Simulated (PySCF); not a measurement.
Worked example: dipole moment from atomic charges

Mg(F)(SMe) (CH3FMgS), SMILES C[S][Mg][F]. Atoms are numbered in the order given.

```xyz
7

Mg     0.1115    -1.0538     0.0000
F     -0.3137    -2.7597     0.0000
S      0.6832     1.1686     0.0000
C     -0.9415     2.0185     0.0000
H     -1.5324     1.7889     0.8977
H     -0.7331     3.0971     0.0000
H     -1.5324     1.7889    -0.8977
```

Geometry: PBE0-D3(BJ)/def2-SVP. Other conformers were not sampled.

Charges (e) from PySCF with r2SCAN/def2-TZVPD:

```json
[
 {"atom": "Mg1", "ESP fit": "1.030", "IAO": "1.608"},
 {"atom": "F2", "ESP fit": "-0.593", "IAO": "-0.891"},
 {"atom": "S3", "ESP fit": "-0.535", "IAO": "-0.687"},
 {"atom": "C4", "ESP fit": "-0.296", "IAO": "-0.502"},
 {"atom": "H5", "ESP fit": "0.102", "IAO": "0.151"},
 {"atom": "H6", "ESP fit": "0.191", "IAO": "0.169"},
 {"atom": "H7", "ESP fit": "0.102", "IAO": "0.151"}
]
```

The dipole moment of the full density is 1.66 D.

What dipole moment does each set of point charges give, and which comes closer to that of the density?


μ = Σ q r, and 1 e Å = 4.8032 D.
ESP fit: Σ q r = (-0.239, 0.285, 0.000) e Å, |μ| = 1.78 D.
IAO: Σ q r = (-0.125, 0.012, 0.000) e Å, |μ| = 0.60 D.
ESP fit comes closer in size. Point charges leave out the atoms' own dipoles (lone pairs, polarised bonds); fits to the potential absorb them, partitions of the density don't.
